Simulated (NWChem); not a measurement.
hydrogen selenide (H$_{2}$Se); SMILES [SeH2]

```xyz
3

Se     0.0000     0.0000     0.0704
H      1.0476     0.0000    -0.9559
H     -1.0476     0.0000    -0.9559
```
Atoms are numbered in this order, from 1.

Level: PBE0-D3(BJ)/def2-TZVP (NWChem); excitation at 532 nm, off resonance, unscaled harmonic frequencies. Coordinates come from a PBE0-D3(BJ)/def2-TZVP optimisation.

Give the Raman lines with relative activities.


```tsv
wavenumber (cm⁻¹)	relative intensity
1060	7.6
2456	100
2468	63
```
